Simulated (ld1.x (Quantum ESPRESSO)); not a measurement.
## platinum (Pt): one change to a TM semilocal potential, before and after

ld1.x (Quantum ESPRESSO) 7.5 input, shortened:

```
&input
   title='Pt', zed=78., rel=1, dft='PBE', iswitch=3,
   config='[Xe] 4f14 5d8 5f-2 6s0 6p0'
 /
 &inputp
   pseudotype=1, tm=.true., lloc=1,
   nlcc=.true., rcore=0.55
 /
4
6S  1  0   0.00   0.00  2.35  2.35  0.0
5D  3  2   8.00   0.00  1.20  1.20  0.0
5F  4  3  -2.00   0.25  2.40  2.40  0.0
5P  2  1   6.00   0.00  1.20  1.20  0.0
 &test
   configts(1)='5p6 5d8 6s0 6p0'
 /
```

All-electron outer shells of the reference configuration (PBE, scalar-relativistic, ld1.x):

| shell | level (eV) | outermost node (bohr) | outermost maximum (bohr) |
| --- | --- | --- | --- |
| 4f | -91.10 | – | 0.38 |
| 5p | -76.84 | 0.53 | 0.98 |
| 5d | -25.88 | 0.57 | 1.24 |
| 6s | -22.13 | 1.13 | 2.18 |
| 6p | -14.35 | 1.33 | 2.77 |

Change: core correction a·sin(br)/r model core inside 1.08 bohr.

Cutoffs: the cutoffs (Ry, on a coarse ladder) from which the occupation-weighted sum of valence levels, in a spherical-Bessel basis at the reference potential, stays within 10 and 1 mRy of its value at 400 Ry; they do not see the model core or the augmentation charge, which bear on the density cutoff. Errors are all-electron minus pseudo energies relative to the spin-unpolarised reference configuration.

Question: Predict the effect on cutoff, ghosts and configuration errors.

Answer: The potential gets neither clearly harder nor softer (120 Ry and 200 Ry → 120 Ry and 200 Ry); the errors of the 7 common tests hardly move; neither file shows a bound ghost. A semilocal file is local in each channel, so a ghost entry of none says nothing of the separable form that plane-wave codes build from it. A wider model core is smoother and lowers the density cutoff, which this test does not measure.

```csv
quantity,base,changed
"cutoff, loose",120 Ry,120 Ry
"cutoff, tight",200 Ry,200 Ry
bound ghosts,none,none
"error for 5p6 5d9 6s1 6p0, meV [ΔE -29.16 eV]",+14,+14
"error for 5p6 5d9 6s0 6p0, meV [ΔE -19.97 eV]",+0.1,0.0
"error for 5p6 5d7 6s0 6p0, meV [ΔE 32.22 eV]",-11,-12
"error for 5p6 5d9.5 6s0.5 6p0, meV [ΔE -29.28 eV]",+11,+11
"error for 5p6 5d10 6s0 6p0, meV [ΔE -29.18 eV]",-2.4,-2.5
"error for 5p5 5d9 6s1 6p0, meV [ΔE 32.99 eV]",-180,-176
"error for 5p6 5d9 6s0.5 6p0, meV [ΔE -25.47 eV]",+9.7,+9.8
s: phases at 2.58 bohr within 0.05 rad from the reference energy up to (Ry; the scan ends near 5),1.8,1.8
p: phases at 2.58 bohr within 0.05 rad from the reference energy up to (Ry; the scan ends near 5),to the end of the scan,to the end of the scan
d: phases at 2.58 bohr within 0.05 rad from the reference energy up to (Ry; the scan ends near 5),to the end of the scan,to the end of the scan
f: phases at 2.58 bohr within 0.05 rad from the reference energy up to (Ry; the scan ends near 5),4.2,4.2
```
